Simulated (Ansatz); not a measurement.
Compare A (`C[SiH](F)[InH2]`) with its isomer B (`F[CH2][InH][SiH3]`).

Isolated molecules relaxed with PBE0-D4/def2-TZVP in Ansatz; ΔE leaves out vibrations. CCSD(T)/CBS adds triple-zeta CCSD(T) − MP2 to the extrapolated MP2 energy (def2 sets, frozen cores). Functionals use def2-TZVPP. B3LYP here is the variant with VWN-RPA as its local correlation; programs differ in this. Elements past krypton have def2 core potentials. For In outer-core shells are correlated without core-valence functions, which leaves a few kJ/mol of doubt a bond. Each species was taken in one conformer, which may not be the lowest.

Which is lower in electronic energy at CCSD(T)/CBS, and by how much? (Best estimate.)

Computed: A, by 252.4 kJ/mol.

Give E(B) − E(A) in kJ/mol with B3LYP, CCSD/def2-TZVPP, PBE-D4, ωB97M-V, CCSD(T)/def2-TZVPP, MP2/def2-TZVPP, B2PLYP. (Best estimate.)

The calculation gave: B3LYP 242.5, CCSD/def2-TZVPP 249.7, PBE-D4 234.5, ωB97M-V 251.4, CCSD(T)/def2-TZVPP 247.3, MP2/def2-TZVPP 257.5, B2PLYP 249.0. None reverses the order clearly.

Largest T1 diagnostic: 0.013.

From PBE to PBE0 (25 % exact exchange), in def2-TZVPP and without D4, E(B) − E(A) moves by +9.9 kJ/mol. The D4 term adds +3.1 kJ/mol with B3LYP and +1.6 kJ/mol with PBE0; it sums over pairs of atoms, weighted by their polarisabilities, and B3LYP, whose exchange is more repulsive, gets the larger term.
